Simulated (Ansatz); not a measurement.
Abridged output of a molecular run in Ansatz:

```
Functional definition: HF
1731 factors; integrals over basis functions are off by at most 1.2e-3 eV
mean field evaluation 1: about -136038.1489 eV, gradient 5.8e1 eV
mean field evaluation 2: about -136038.3605 eV, gradient 5.8e1 eV
mean field evaluation 4: about -136044.5712 eV, gradient 3.5e0 eV
mean field evaluation 8: about -136044.6559 eV, gradient 3.6e-1 eV
mean field evaluation 16: about -136044.6568 eV, gradient 1.5e-6 eV
mean field -136044.65682260 eV, -4999.5489238503 hartree, gradient 1.5e-6 eV, S^2 0.000000; 0 other end points of the search recorded, 0 dependent functions left out
20 core orbitals not correlated: weight in the atoms' cores, before any rotation towards them, 1.000 or more for the frozen orbitals, at most 0.000 for the correlated occupied ones
reference -136044.65682260 eV, -4999.5489238503 hartree; 30, 30 occupied and 220, 220 virtual orbitals, 1731 factors
second order -36.91440552 eV of doubles, -0.00000000 eV of singles
cycle   1  -36.02165852 eV  change    8.9e-1 eV  update   1.6e-1
cycle   2  -36.89334504 eV  change   -8.7e-1 eV  update   6.0e-2
cycle   3  -37.15038210 eV  change   -2.6e-1 eV  update   3.0e-2
cycle   4  -37.11865582 eV  change    3.2e-2 eV  update   8.6e-3
cycle   5  -37.11132602 eV  change    7.3e-3 eV  update   3.3e-3
cycle   6  -37.11335522 eV  change   -2.0e-3 eV  update   1.0e-3
cycle   7  -37.11284495 eV  change    5.1e-4 eV  update   3.8e-4
cycle   8  -37.11265207 eV  change    1.9e-4 eV  update   1.4e-4
cycle   9  -37.11276035 eV  change   -1.1e-4 eV  update   5.6e-5
cycle  10  -37.11277431 eV  change   -1.4e-5 eV  update   2.1e-5
perturbative correction -1.49530600 eV, -0.0549514820 hartree
Total energy: -136083.26490291 eV, -5000.9677446322 hartree
```

Its atoms:

```xyz
9

O    -1.436    1.172   -0.758
Hf   -0.023    0.043   -0.176
O     1.133   -0.608   -1.535
Se   -1.244   -1.902    1.032
Se    1.571    1.292    1.446
H    -2.005    1.793   -1.202
H     1.538   -0.922   -2.338
H     0.054   -2.554    1.268
H     0.412    1.687    2.264
```

Question: Which basis set was used?
A. def2-TZVPP
B. def2-QZVPP
C. def2-SVP
D. cc-pV(D+d)Z

Answer: A. It gives 270 functions.

Question: Write the keys of the input that set method, charge and spin (a neutral closed shell needs none for the last two).

Answer: 
```yaml
correlation: {method: ccsd_t}
```
